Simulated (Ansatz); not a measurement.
The cluster Al2Sb2, relaxed as a triplet with UKS r2SCAN-D4/def2-SVP in Ansatz, starting from the r2SCAN-D4/def2-SVP geometry of the neutral singlet. Force threshold 0.02 eV/Å.

In the def2 sets Sb takes a core potential; there is no spin–orbit coupling. The relaxation made no stability test and no search for a lower SCF solution. At PBE0-D4/def2-TZVP a singlet of charge 0 lies 0.13 eV below the triplet, each at its own geometry. The structure comes from a short search, and lower isomers may exist.

Start:

```xyz
4

Al    1.3540   -1.3699   -1.6390
Al   -1.3545    1.3697    1.6388
Sb   -0.8612   -1.0139    0.1358
Sb    0.8617    1.0142   -0.1356
```

Problem. Estimate the energy that the relaxation releases and the steps that it takes.

Solution. 16.5 kcal/mol, in 12 steps; 28 s on 4 threads of Arm Neoverse V1 on a shared host. The force fell under the threshold at step 5, but the optimiser went on and released 0.034 eV more. No frequencies were taken in this run, so the end may be a saddle point.

Problem. Does the start keep its bonding and symmetry?

Solution. By distances, no bond broke or formed. The bond that changes most is Sb3–Sb4, from 2.67 to 2.92 Å (atoms count from 1). Point group D2h at the start, C2v at the end, both within 0.05 Å.

Problem. Predict the relaxed structure.

Solution. 
```xyz
4

Al    1.0173   -1.0818   -1.6255
Al   -1.3216    1.2840    1.2050
Sb   -0.7895   -1.2096    0.3586
Sb    1.0938    1.0074    0.0618
```
Bond lengths (bridged metal pairs left out): 4 × Al–Sb 2.69 Å; 1 × Sb–Sb 2.92 Å.
